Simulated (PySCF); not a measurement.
**Radial density of Al⁺ (aluminium, charge +1)**

UHF, [Ne] 3s1 4s1, high-spin 3S determinant (an excited configuration). Computed with PySCF 2.14 in aug-cc-pwCVTZ, with no relativity, point nucleus.

```
r (bohr)  4πr²ρ (e/bohr)  4πr²(ρα − ρβ)
 0.00168         0.04768         0.0002
 0.00283          0.1308         0.0004
 0.00475          0.3521         0.0012
 0.00800          0.9154         0.0030
  0.0135           2.249         0.0073
  0.0226           5.018         0.0160
  0.0381           9.540         0.0291
  0.0640           13.93         0.0363
   0.108           13.52         0.0171
   0.181           8.971         0.0002
   0.305           10.30         0.0853
   0.512           12.37         0.1004
   0.862           5.334         0.0004
    1.45          0.9651         0.4592
    2.44          0.4516         0.4470
    4.10          0.2055         0.2055
    6.90          0.1549         0.1549
    11.6        0.006804         0.0068
```

The outer electron is Rydberg-like, and this basis confines it to a smaller radius and binds it less than a complete one would.
